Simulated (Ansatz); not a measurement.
Harmonic vibrations of Sr2S3 by finite differences.

```yaml
crystal:
  periodic: [false, false, false]
  atoms:
    - {symbol: Sr, position_ang: [1.708948, -0.671478, -0.003997]}
    - {symbol: Sr, position_ang: [-1.368619, 1.109195, 0.517868]}
    - {symbol: S, position_ang: [1.070699, 1.377556, 1.614872]}
    - {symbol: S, position_ang: [-0.984270, -1.622647, -0.269649]}
    - {symbol: S, position_ang: [-0.426749, -0.192636, -1.859094]}
basis:
  gaussian: {orbitals: def2-SVP}
hamiltonian: {xc: {name: B3LYP}, dispersion: d4}
scf: {omitted_lower_state_checks: [starts]}
phonons: {temperatures: {t_min: 298.15, t_max: 900, t_step: 200}}
```

```sh
$ ansatz run in.yaml --threads 4 --pin off --events-out ev --progress --plain --max-ram 4787MiB
```

Shortened log:

```
Functional definition: B3LYP
mean field -34175.09099552 eV, -1255.9114293767 hartree, gradient 3.9e-5 eV, S^2 0.000000; 0 other end points of the search recorded, 0 dependent functions left out
mean field -34175.09097498 eV, -1255.9114286217 hartree, gradient 7.0e-6 eV, S^2 0.000000; 0 other end points of the search recorded, 0 dependent functions left out
mean field -34175.09096578 eV, -1255.9114282838 hartree, gradient 7.0e-6 eV, S^2 0.000000; 0 other end points of the search recorded, 0 dependent functions left out
mean field -34175.09094958 eV, -1255.9114276884 hartree, gradient 7.0e-6 eV, S^2 0.000000; 0 other end points of the search recorded, 0 dependent functions left out
mean field -34175.09100798 eV, -1255.9114298345 hartree, gradient 7.0e-6 eV, S^2 0.000000; 0 other end points of the search recorded, 0 dependent functions left out
mean field -34175.09095372 eV, -1255.9114278406 hartree, gradient 7.0e-6 eV, S^2 0.000000; 0 other end points of the search recorded, 0 dependent functions left out
mean field -34175.09101126 eV, -1255.9114299553 hartree, gradient 7.0e-6 eV, S^2 0.000000; 0 other end points of the search recorded, 0 dependent functions left out
mean field -34175.09093326 eV, -1255.9114270887 hartree, gradient 7.0e-6 eV, S^2 0.000000; 0 other end points of the search recorded, 0 dependent functions left out
mean field -34175.09100481 eV, -1255.9114297179 hartree, gradient 7.0e-6 eV, S^2 0.000000; 0 other end points of the search recorded, 0 dependent functions left out
mean field -34175.09097006 eV, -1255.9114284409 hartree, gradient 7.0e-6 eV, S^2 0.000000; 0 other end points of the search recorded, 0 dependent functions left out
mean field -34175.09098952 eV, -1255.9114291560 hartree, gradient 7.0e-6 eV, S^2 0.000000; 0 other end points of the search recorded, 0 dependent functions left out
mean field -34175.09095931 eV, -1255.9114280459 hartree, gradient 7.0e-6 eV, S^2 0.000000; 0 other end points of the search recorded, 0 dependent functions left out
mean field -34175.09100636 eV, -1255.9114297751 hartree, gradient 7.0e-6 eV, S^2 0.000000; 0 other end points of the search recorded, 0 dependent functions left out
mean field -34175.09107684 eV, -1255.9114323651 hartree, gradient 7.0e-6 eV, S^2 0.000000; 0 other end points of the search recorded, 0 dependent functions left out
mean field -34175.09087573 eV, -1255.9114249746 hartree, gradient 7.0e-6 eV, S^2 0.000000; 0 other end points of the search recorded, 0 dependent functions left out
mean field -34175.09110807 eV, -1255.9114335127 hartree, gradient 7.0e-6 eV, S^2 0.000000; 0 other end points of the search recorded, 0 dependent functions left out
mean field -34175.09085456 eV, -1255.9114241964 hartree, gradient 7.0e-6 eV, S^2 0.000000; 0 other end points of the search recorded, 0 dependent functions left out
mean field -34175.09113259 eV, -1255.9114344138 hartree, gradient 7.0e-6 eV, S^2 0.000000; 0 other end points of the search recorded, 0 dependent functions left out
mean field -34175.09083148 eV, -1255.9114233482 hartree, gradient 7.0e-6 eV, S^2 0.000000; 0 other end points of the search recorded, 0 dependent functions left out
mean field -34175.09093908 eV, -1255.9114273026 hartree, gradient 7.0e-6 eV, S^2 0.000000; 0 other end points of the search recorded, 0 dependent functions left out
mean field -34175.09102664 eV, -1255.9114305202 hartree, gradient 7.0e-6 eV, S^2 0.000000; 0 other end points of the search recorded, 0 dependent functions left out
mean field -34175.09090755 eV, -1255.9114261440 hartree, gradient 7.0e-6 eV, S^2 0.000000; 0 other end points of the search recorded, 0 dependent functions left out
mean field -34175.09103332 eV, -1255.9114307658 hartree, gradient 7.0e-6 eV, S^2 0.000000; 0 other end points of the search recorded, 0 dependent functions left out
mean field -34175.09094660 eV, -1255.9114275788 hartree, gradient 7.0e-6 eV, S^2 0.000000; 0 other end points of the search recorded, 0 dependent functions left out
mean field -34175.09100743 eV, -1255.9114298144 hartree, gradient 7.0e-6 eV, S^2 0.000000; 0 other end points of the search recorded, 0 dependent functions left out
mean field -34175.09095980 eV, -1255.9114280640 hartree, gradient 7.0e-6 eV, S^2 0.000000; 0 other end points of the search recorded, 0 dependent functions left out
mean field -34175.09101101 eV, -1255.9114299459 hartree, gradient 7.0e-6 eV, S^2 0.000000; 0 other end points of the search recorded, 0 dependent functions left out
mean field -34175.09095382 eV, -1255.9114278441 hartree, gradient 7.0e-6 eV, S^2 0.000000; 0 other end points of the search recorded, 0 dependent functions left out
mean field -34175.09100370 eV, -1255.9114296773 hartree, gradient 7.0e-6 eV, S^2 0.000000; 0 other end points of the search recorded, 0 dependent functions left out
mean field -34175.09089834 eV, -1255.9114258055 hartree, gradient 7.0e-6 eV, S^2 0.000000; 0 other end points of the search recorded, 0 dependent functions left out
mean field -34175.09103401 eV, -1255.9114307913 hartree, gradient 7.0e-6 eV, S^2 0.000000; 0 other end points of the search recorded, 0 dependent functions left out
Total energy: -34175.50629583 eV, -1255.9266913814 hartree
Atom 0 at     1.708948    -0.671478    -0.003997 Å, force    -0.006635    -0.009674    -0.012683 eV/Å
Atom 1 at    -1.368619     1.109195     0.517868 Å, force    -0.008939    -0.009898    -0.012934 eV/Å
Atom 2 at     1.070699     1.377556     1.614872 Å, force     0.008404     0.009782     0.012257 eV/Å
Atom 3 at    -0.984270    -1.622647    -0.269649 Å, force     0.003799     0.007189     0.003178 eV/Å
Atom 4 at    -0.426749    -0.192636    -1.859094 Å, force     0.003371     0.002601     0.010183 eV/Å
Dipole moment:     0.001308     0.001464     0.002716 e Å
Vibrations: 97.94 130.30 167.57 196.77 221.10 234.97 275.35 304.50 419.87 cm⁻¹, zero-point energy 0.126982 eV
Checks for a lower state left out: starts
```

Run time 41 s (4 threads of Arm Neoverse V2 on a shared host).

In the def2 sets Sr takes a core potential; there is no spin–orbit coupling. The structure comes from a short search, and lower isomers may exist.
